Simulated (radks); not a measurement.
Results of a calculation; reference values are marked as such.
Neutral mercury, configuration [Hg]. Level of theory: scalar-relativistic Kohn-Sham, r2SCAN, spin-polarised, spherical densities, finite nucleus; meta-GGA in the generalised Kohn-Sham scheme; Fermi nuclear charge, rms radius 5.4648 fm (a radial shooting solver on a logarithmic mesh with Libxc functionals). Some entries of the table are withheld. Estimate them.

orbital  occ.  eigenvalue (eV)  <r> (bohr)
1s          2        -83239.81     0.01659
2s          2        -14782.12     0.06992
2p          6        -12746.91     0.06329
3s          2        -3519.175      0.1805
3p          6        -2928.550      0.1820
3d         10        -2305.221         (1)
4s          2              (2)      0.3992
4p          6        -585.9591         (3)
4d         10              (4)      0.4488
5s          2        -120.5354      0.9050
4f         14         -96.9816      0.4826
5p          6         -68.3438       1.042
5d         10         -10.2384       1.494
6s          2          -7.0380         (5)

Answer. 
(1) 3d <r> (bohr): 0.1651
(2) 4s eigenvalue (eV): -780.4308
(3) 4p <r> (bohr): 0.4251
(4) 4d eigenvalue (eV): -353.8275
(5) 6s <r> (bohr): 2.672
